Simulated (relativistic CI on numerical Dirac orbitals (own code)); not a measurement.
## Radial parameters of W XI

Method of calculation: Dirac-Coulomb-Breit CI, orbitals from a KLI potential per configuration, model QED (radiative potential, 1s self-energy scaled to tabulated hydrogen-like ionisation energies), unscaled Slater integrals (own radial code, finite nucleus).

Slater integrals F^k, G^k are unscaled and averaged over j, outside the closed core [Kr] 4d10; ζ comes from projecting the Hamiltonian with its Breit term on Σ l·s of the shell.

- 4f14 5s2 5p2: F^2(5p,5p) = 96407, ζ(5p) = 67015 cm⁻¹; <r>(5p) = 1.113, <r^2>(5p) = 1.385 (bohr units).
- 4f13 5s2 5p3: ζ(4f) = 4931.4, F^2(5p,5p) = 97256, F^2(4f,5p) = 72409, G^2(4f,5p) = 29547, G^4(4f,5p) = 24865, ζ(5p) = 69044 cm⁻¹; <r>(4f) = 0.5679, <r^2>(4f) = 0.3905, <r>(5p) = 1.103, <r^2>(5p) = 1.36 (bohr units).
- 4f14 5s 5p3: F^2(5p,5p) = 96459, G^1(5s,5p) = 125700, ζ(5p) = 66633 cm⁻¹; <r>(5s) = 1.003, <r^2>(5s) = 1.121, <r>(5p) = 1.112, <r^2>(5p) = 1.383 (bohr units).

Averages of the first 10 configurations, taken without configuration mixing, which lowers the lowest level and can move excited configurations by several eV; other configurations of the list can lie among them:

```csv
Configuration,Parity,States,Average energy above the lowest level (eV)
4f14 5s2 5p2,even,15,17.5
4f13 5s2 5p3,even,280,22.2
4f14 5s 5p3,odd,40,57.9
4f14 5s2 5p 5d,odd,60,71.8
4f14 5s 5p2 5d,even,300,110.6
4f13 5s2 5p2 5d,odd,2100,77.2
4f14 5s2 5p 5f,even,84,121.5
4f14 5s2 5p 6s,odd,12,97.9
4f14 5s2 5p 5g,odd,108,150.9
4f14 5p4,even,15,102.7
```
